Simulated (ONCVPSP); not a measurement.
Before and after: ONCV potential for Hf

Hf, optimised norm-conserving Vanderbilt (ONCV), made with ONCVPSP 4.0.1 (PBEsol, scalar-relativistic). Core [Kr] 4d10 4f14 5s2, reference 5p6 5d2 6s2. Waves: 6s: rc 2.45 bohr, ncon 5, nbas 8, qcut 2.2 1/bohr, 1 projector; 5p: rc 1.85 bohr, ncon 4, nbas 8, qcut 7.3 1/bohr, 1 projector; 5d: rc 1.85 bohr, ncon 3, nbas 8, qcut 8.5 1/bohr, local. Local part: the d channel. Core correction: Teter function, fcfact 2.25, rcfact 1.5.

Change: all radii but the core radius scaled by about 1.07 (s 2.64, p 1.98, d 1.98 bohr).

Cutoffs: the cutoffs (Ha) at which the residual kinetic energy of the hardest occupied pseudo-wave falls to 1 and 0.1 mHa per electron; they do not see the model core or the augmentation charge, which bear on the density cutoff. Errors are all-electron minus pseudo energies relative to the spin-unpolarised reference configuration.

Task: Predict the effect on cutoff, ghosts and configuration errors.

Result: The potential gets softer (21 Ha and 27 Ha → 12 Ha and 20 Ha); the bound ghosts move from p, s to s; the number of tests with a reliable result goes from 3 to 2. A larger radius leaves more room for a smooth pseudo-wave, so fewer plane waves are needed.

| quantity | base | changed |
| --- | --- | --- |
| cutoff, loose | 21 Ha | 12 Ha |
| cutoff, tight | 27 Ha | 20 Ha |
| loose cutoff by channel | s 21 Ha, p 16 Ha, d 12 Ha | s 3.3 Ha, p 9.8 Ha, d 12 Ha |
| bound ghosts | s, p | s |
| GHOST(+) flags under 300 eV | none | none |
| tests with a reliable result | 3 of 4 | 2 of 4 |
| error for 5p6 5d2 6s1, meV [ΔE 8.01 eV] | -6.0 | -6.1 |
| error for 5p6 5d2 6s0, meV [ΔE 22.17 eV] | -15 | -18 |
| rms error of d²Exc/dni dnj with the model core, mHa | 1.70 | 1.69 |

 A true bound ghost makes a file unfit for plane-wave use even where its test errors are small: the radial tests pick states by their node count and pass the ghost by.
